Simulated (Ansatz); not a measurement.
Isolated molecules relaxed with PBE0-D4/def2-TZVP in Ansatz; ΔE leaves out vibrations. CCSD(T)/CBS adds triple-zeta CCSD(T) − MP2 to the extrapolated MP2 energy (def2 sets, frozen cores). Functionals use def2-TZVPP. B3LYP here is the variant with VWN-RPA as its local correlation; programs differ in this. For Ge outer-core shells are correlated without core-valence functions, which leaves a few kJ/mol of doubt a bond. Scalar relativity is left out up to krypton. Each species was taken in one conformer, which may not be the lowest.

Reaction (cleavage of the Si–Ge bond): `C[NH][GeH2][SiH3]` + `COB(N)O` → `COB(N)O[SiH3]` + `C[NH][GeH3]`

CCSD(T)/CBS gives -17.7 kcal/mol.

Question: Another level gave -17.9 kcal/mol. Which?
A. PBE0-D4/def2-TZVPP
B. B3LYP-D4/def2-TZVPP
C. HF/def2-TZVPP
D. r2SCAN/def2-TZVPP

Answer: B. B3LYP-D4 -17.9, r2SCAN -16.3, PBE0-D4 -14.1, HF/def2-TZVPP -24.4 kcal/mol.

Largest T1 diagnostic among the species: 0.012.

From PBE to PBE0 (25 % exact exchange), in def2-TZVPP and without D4, ΔE moves by −1.9 kcal/mol. In def2-TZVPP, CCSD(T) changes the Hartree–Fock value by +6.6 kcal/mol (the triples alone add +0.8 kcal/mol) and MP2 by +5.5 kcal/mol.
